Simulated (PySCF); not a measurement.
**Vertical excitation energies**

C₂H₁₁N₃SSi.
Geometry (GFN2-xTB, Å), atoms numbered from 1 in this order:
```xyz
18
C2H11N3SSi angstrom
C     -2.222    0.152   -0.521
N     -1.112    0.447    0.354
Si     0.226   -0.614    0.593
N     -0.270   -2.190    1.076
N      1.226    0.280    1.682
S      1.427   -1.000   -1.168
C      1.834    0.717   -1.608
H     -2.035    0.450   -1.559
H     -3.120    0.664   -0.171
H     -2.404   -0.921   -0.507
H     -0.929    1.437    0.411
H     -1.070   -2.285    1.678
H     -0.235   -2.938    0.404
H      0.799    0.615    2.529
H      2.127   -0.117    1.893
H      2.543    0.678   -2.428
H      2.275    1.211   -0.748
H      0.933    1.235   -1.922
```

Computed, not measured: TDDFT wB97X-D/def2-SVPD, vertical, gas phase, core orbitals frozen in the response (PySCF 2.14.0, density-fitted response routines).

Question: List the vertical singlet excitations with oscillator strengths and describe the spectrum.

Answer: 

```csv
state,λ (nm),E (eV),f,"main configurations (H = HOMO, L = LUMO)"
S1,212.6,5.83,0.0028,"H→L+1 (69%), H-1→L+1 (9%)"
S2,200.8,6.17,0.017,H→L (76%)
S3,190.1,6.52,0.025,"H-1→L (54%), H→L+3 (22%)"
S4,179.6,6.90,0.064,H-2→L (55%)
S5,175.9,7.05,0.025,"H-1→L+1 (48%), H→L+2 (12%), H→L+1 (10%)"
S6,171.9,7.21,0.033,"H-2→L+1 (18%), H→L+2 (16%), H-3→L (14%)"
S7,170.7,7.27,0.027,"H→L+2 (47%), H→L+3 (11%)"
S8,169.5,7.32,0.024,"H→L+3 (32%), H-1→L (11%), H-3→L (9%)"
```

Triplets, Tamm–Dancoff:

| state | E (eV) | λ (nm) | main configurations (H = HOMO, L = LUMO) |
| --- | --- | --- | --- |
| T1 | 5.46 | 227.3 | H→L+1 (62%), H-1→L+1 (10%), H→L+9 (9%) |
| T2 | 6.05 | 204.9 | H→L (72%) |
| T3 | 6.36 | 194.8 | H-1→L (48%), H→L+3 (24%) |

The lowest singlet lies at 5.83 eV (213 nm, ultraviolet) and is very weak; its leading configuration is HOMO→LUMO+1 (69%). The most intense listed level is S4 at 6.90 eV (180 nm, f = 0.064), 1.07 eV above S1. Löwdin shares by element: HOMO sulfur 56%, nitrogen 22% or more, carbon 8% or more; LUMO silicon 25%, sulfur 13%, carbon 9% or more, hydrogen 7% or more (atoms not listed hold the other 47%). Weighted by f, the mean energy of these states is 6.94 eV. The listed states span 1.48 eV, and the widest gap between neighbours is 0.38 eV (S3 to S4). The oscillator strengths of these states sum to 0.218; summed over the whole spectrum of an exact calculation they would give the number of electrons, 74 (Thomas–Reiche–Kuhn). Singlets were solved by full linear response, triplets in the Tamm–Dancoff approximation.

One conformer stands for the species.
